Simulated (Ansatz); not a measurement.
Reaction (ligand exchange at the Si–C bond): `CC([SiH3])CO` + `C=C(F)S` → `C=C(F)S[SiH3]` + `CCCO`

Computed with Ansatz on PBE0-D4/def2-TZVP structures; ΔE is electronic, products minus reactants. CCSD(T)/CBS adds triple-zeta CCSD(T) − MP2 to the extrapolated MP2 energy (def2 sets, frozen cores). Functionals use def2-TZVPP. B3LYP here is the variant with VWN-RPA as its local correlation; programs differ in this. One conformer a species, not always the lowest.

```json
{"level": "PBE-D4", "ΔE (kJ/mol)": "-71.3", "difference from CCSD(T)/CBS": "-0.5"}
{"level": "r2SCAN-D4", "ΔE (kJ/mol)": "-72.8", "difference from CCSD(T)/CBS": "-2.0"}
{"level": "PBE0-D4", "ΔE (kJ/mol)": "-72.2", "difference from CCSD(T)/CBS": "-1.4"}
{"level": "B3LYP-D4", "ΔE (kJ/mol)": "-71.6", "difference from CCSD(T)/CBS": "-0.8"}
{"level": "ωB97X-V", "ΔE (kJ/mol)": "-70.2", "difference from CCSD(T)/CBS": "0.6"}
{"level": "ωB97M-V", "ΔE (kJ/mol)": "-69.1", "difference from CCSD(T)/CBS": "1.7"}
{"level": "B2PLYP", "ΔE (kJ/mol)": "-73.6", "difference from CCSD(T)/CBS": "-2.8"}
{"level": "PBE", "ΔE (kJ/mol)": "-73.6", "difference from CCSD(T)/CBS": "-2.8"}
{"level": "r2SCAN", "ΔE (kJ/mol)": "-73.5", "difference from CCSD(T)/CBS": "-2.7"}
{"level": "PBE0", "ΔE (kJ/mol)": "-74.2", "difference from CCSD(T)/CBS": "-3.4"}
{"level": "B3LYP", "ΔE (kJ/mol)": "-75.0", "difference from CCSD(T)/CBS": "-4.2"}
{"level": "HF/def2-TZVPP", "ΔE (kJ/mol)": "-79.2", "difference from CCSD(T)/CBS": "-8.4"}
{"level": "MP2/def2-TZVPP", "ΔE (kJ/mol)": "-70.8", "difference from CCSD(T)/CBS": "0.0"}
{"level": "SCS-MP2/def2-TZVPP", "ΔE (kJ/mol)": "-71.2", "difference from CCSD(T)/CBS": "-0.4"}
{"level": "CCSD/def2-TZVPP", "ΔE (kJ/mol)": "-69.1", "difference from CCSD(T)/CBS": "1.7"}
{"level": "CCSD(T)/def2-TZVPP", "ΔE (kJ/mol)": "-68.8", "difference from CCSD(T)/CBS": "2.0"}
{"level": "HF/def2-QZVPP", "ΔE (kJ/mol)": "-79.1", "difference from CCSD(T)/CBS": "-8.3"}
{"level": "MP2/def2-QZVPP", "ΔE (kJ/mol)": "-71.9", "difference from CCSD(T)/CBS": "-1.1"}
{"level": "SCS-MP2/def2-QZVPP", "ΔE (kJ/mol)": "-72.4", "difference from CCSD(T)/CBS": "-1.6"}
{"level": "HF/CBS(def2)", "ΔE (kJ/mol)": "-79.1", "difference from CCSD(T)/CBS": "-8.3"}
{"level": "MP2/CBS(def2)", "ΔE (kJ/mol)": "-72.8", "difference from CCSD(T)/CBS": "-2.0"}
{"level": "CCSD/CBS(def2)", "ΔE (kJ/mol)": "-71.1", "difference from CCSD(T)/CBS": "-0.3"}
{"level": "CCSD(T)/CBS", "ΔE (kJ/mol)": "-70.8", "difference from CCSD(T)/CBS": "0"}
```

Largest T1 diagnostic among the species: 0.013.

The D4 term adds +3.4 kJ/mol with B3LYP and +1.9 kJ/mol with PBE0; it sums over pairs of atoms, weighted by their polarisabilities, and B3LYP, whose exchange is more repulsive, gets the larger term. In def2-TZVPP, CCSD(T) changes the Hartree–Fock value by +10.5 kJ/mol (the triples alone add +0.4 kJ/mol) and MP2 by +8.4 kJ/mol.
